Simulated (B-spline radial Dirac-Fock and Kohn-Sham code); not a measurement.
The Al-like isoelectronic sequence (13 electrons), Z = 21 to 36

Level of theory: Dirac-Fock energy differences between relaxed states, corrected for Breit and QED terms; a radial atomic solver. Binding energies in eV, tabulated ground configurations ([Ne] 3s2 3p1 throughout). The model has no electron correlation.

```
  ion       1s   2p1/2   2p3/2      3s  outermost level  NIST ionisation energy
 Sc⁸⁺   4685.8   589.4   584.8   200.4       179.1 (3p)           180.03 ± 0.12
 Ti⁹⁺   5201.0   684.6   678.9   238.4       215.0 (3p)           215.92 ± 0.12
 V¹⁰⁺   5744.4   786.9   779.8   279.5       253.9 (3p)             254.8 ± 0.4
Cr¹¹⁺   6315.9   896.2   887.6   323.7       296.0 (3p)             296.7 ± 0.6
Mn¹²⁺   6915.7  1012.7  1002.2   371.1       341.1 (3p)             343.6 ± 0.7
Fe¹³⁺   7543.8  1136.2  1123.7   421.6       389.3 (3p)             392.2 ± 0.7
Co¹⁴⁺   8200.4  1266.8  1252.0   475.3       440.5 (3p)             441.1 ± 1.4
Ni¹⁵⁺   8885.5  1404.6  1387.1   532.1       494.9 (3p)             495.4 ± 1.7
Cu¹⁶⁺   9599.3  1549.6  1529.0   592.1       552.3 (3p)             552.8 ± 2.1
Zn¹⁷⁺  10341.9  1701.8  1677.8   655.2       612.9 (3p)             613.3 ± 2.4
Ga¹⁸⁺  11113.5  1861.3  1833.4   721.5       676.5 (3p)                 677 ± 3
Ge¹⁹⁺  11914.0  2028.1  1995.9   791.0       743.3 (3p)                 744 ± 3
As²⁰⁺  12743.8  2202.2  2165.2   863.7       813.1 (3p)                 814 ± 4
Se²¹⁺  13602.9  2383.6  2341.4   939.6       886.1 (3p)                 887 ± 4
Br²²⁺        ?       ?       ?       ?                ?                       ?
Kr²³⁺  15409.7  2768.8  2714.2  1101.2      1041.4 (3p)                1042 ± 5
```

**Question.** Fill in the row of Br²²⁺.

**Answer.** 1s 14491.5, 2p1/2 2572.5, 2p3/2 2524.4, 3s 1018.8, outermost 962.2 (3p), NIST 963 ± 5 eV.

NIST's values are for the lowest levels; a dash marks a value that is missing or belongs to another shell. Their kind here: measured, semi-empirical. Where a p, d or f shell is open in either ion the computed value averages over both j values and all terms, while the table refers to the lowest levels; that difference holds spin-orbit splitting (largest in heavy or highly charged ions), term energies where several electrons share open shells, and correlation, and it can reach 10 % or more.
